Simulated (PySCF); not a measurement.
**Field gradients at the hydrogen positions**

Species: C5H9ClSi.
SMILES with atom numbers: `[Cl:1][C:2]1=[CH:3][SiH2:4][CH2:5][CH2:6][CH2:7]1` (hydrogens: H8 on C3; H9, H10 on Si4; H11, H12 on C5; H13, H14 on C6; H15, H16 on C7)

Cartesian coordinates in Å at the GFN2-xTB level; atoms count from 1:
```
atom  x, y, z in Å
Cl1   -1.5123    2.9272    0.4477
C2    -0.5821    1.4648    0.2109
C3     0.6865    1.5387   -0.1611
Si4    1.7384    0.0000   -0.3765
C5     0.5430   -1.4036    0.0844
C6    -0.8847   -1.0065   -0.2788
C7    -1.3628    0.2206    0.4969
H8     1.1259    2.5106   -0.3293
H9     2.9006    0.0337    0.5180
H10    2.1792   -0.1175   -1.7723
H11    0.8007   -2.3299   -0.4290
H12    0.5906   -1.6180    1.1531
H13   -0.9459   -0.7978   -1.3491
H14   -1.5679   -1.8329   -0.0631
H15   -1.3022    0.0149    1.5714
H16   -2.4145    0.4048    0.2653
```

Level: PBE0/pcSseg-1 (PySCF, non-relativistic); Q(2H) = 0.00286 b; rigid geometry, the same for H and D, with no vibrational averaging.

Question: Rank these positions by the coupling χzz of a deuteron there, largest first.
A. H8 (vinylic hydrogen)
B. H12 (methylene hydrogen)
C. H9 (Si–H hydrogen)
D. H14 (methylene hydrogen)

Answer: A (223 kHz), B (210 kHz), D (202 kHz), C (108 kHz).

What are Vzz, η and χzz (234.96 MHz × Q × Vzz) at all hydrogens?

```
atom  bonded to  bond length (Å)  Vzz (au)     η  χzz (kHz)
  H8         C3            1.080    0.3315  0.05        223
  H9        Si4            1.467    0.1600  0.01        108
 H10        Si4            1.469    0.1592  0.01        107
 H11         C5            1.090    0.3153  0.03        212
 H12         C5            1.091    0.3121  0.03        210
 H13         C6            1.092    0.3015  0.02        203
 H14         C6            1.094    0.3004  0.02        202
 H15         C7            1.096    0.2967  0.03        199
 H16         C7            1.092    0.2978  0.04        200
```

Average by the element that carries the hydrogen.

on C: 207 kHz over 7 positions, mean bond length 1.091 Å; on Si: 107 kHz over 2 positions, mean bond length 1.468 Å.

How does χzz go with the bond length over the 7 C–H bonds?

A straight-line fit has a slope of -15.6 kHz for each 0.01 Å, with a correlation coefficient of -0.94, over lengths from 1.080 to 1.096 Å. The longer bonds have the smaller couplings here.

Give the 2H NMR doublet splittings at H13 for a magnetic field along the z, y and x axes of the gradient: 3χ/2, 3χ(1 + η)/4, 3χ(1 − η)/4.

With |χ| = 202.6 kHz and η = 0.017: 304, 154 and 149 kHz, to first order and without motion.

One conformer (not necessarily the lowest) at the GFN2-xTB geometry, without solvent, vibrations or thermal averaging. GFN2-xTB bond lengths can be off by several hundredths of an ångström, more for odd bonds, and the gradients follow them. With a basis this small, the couplings can be 20 % off.
